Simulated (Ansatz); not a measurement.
Level of theory: frozen-core CCSD(T)/def2-TZVPP // CAM-B3LYP-D3(BJ)/def2-TZVP (Ansatz, an electronic-structure program). The restricted HF reference is unstable towards unrestricted orbitals.

Ansatz 0.2 input:
```yaml
crystal:
  periodic: [false, false, false]
  atoms:
    - { symbol: C, position_ang: [-0.958792, -0.11259, 0.029079] }
    - { symbol: Ge, position_ang: [0.789861, 0.092779, -0.023871] }
    - { symbol: H, position_ang: [-1.630898, 0.706424, -0.179254] }
    - { symbol: H, position_ang: [-1.409346, -1.063424, 0.271636] }
    - { symbol: H, position_ang: [1.758744, -1.043178, 0.264978] }
    - { symbol: H, position_ang: [1.450432, 1.41999, -0.36257] }
basis:
  gaussian: { orbitals: def2-TZVPP }
correlation:
  method: ccsd_t
```

Output:

```
Functional definition: HF
810 factors; integrals over basis functions are off by at most 1.1e-3 eV
mean field evaluation 1: about -57562.8175 eV, gradient 3.2e1 eV
mean field evaluation 2: about -57562.8755 eV, gradient 3.2e1 eV
mean field evaluation 4: about -57565.7537 eV, gradient 3.0e0 eV
mean field evaluation 8: about -57565.8040 eV, gradient 4.5e-1 eV
mean field evaluation 16: about -57565.8060 eV, gradient 2.0e-6 eV
mean field -57565.80600034 eV, -2115.5043510076 hartree, gradient 2.0e-6 eV, S^2 0.000000; 0 other end points of the search recorded, 0 dependent functions left out; unrestricted orbitals would lower it
10 core orbitals not correlated
reference -57565.80600034 eV, -2115.5043510076 hartree; 11, 11 occupied and 114, 114 virtual orbitals, 810 factors
second order -11.80706442 eV of doubles, -0.00000000 eV of singles
cycle   1  -11.82324614 eV  change   -1.6e-2 eV  update   9.1e-2
cycle   2  -12.25497368 eV  change   -4.3e-1 eV  update   3.0e-2
cycle   3  -12.32087672 eV  change   -6.6e-2 eV  update   1.5e-2
cycle   4  -12.31726701 eV  change    3.6e-3 eV  update   4.1e-3
cycle   5  -12.31831808 eV  change   -1.1e-3 eV  update   1.5e-3
cycle   6  -12.31832796 eV  change   -9.9e-6 eV  update   4.9e-4
cycle   7  -12.31841780 eV  change   -9.0e-5 eV  update   2.2e-4
cycle   8  -12.31844326 eV  change   -2.5e-5 eV  update   6.9e-5
cycle   9  -12.31843693 eV  change    6.3e-6 eV  update   2.2e-5
perturbative correction -0.52918922 eV, -0.0194473450 hartree
Total energy: -57578.65362648 eV, -2115.9764925600 hartree
```

Cost: about 30 core-seconds (a rough figure).
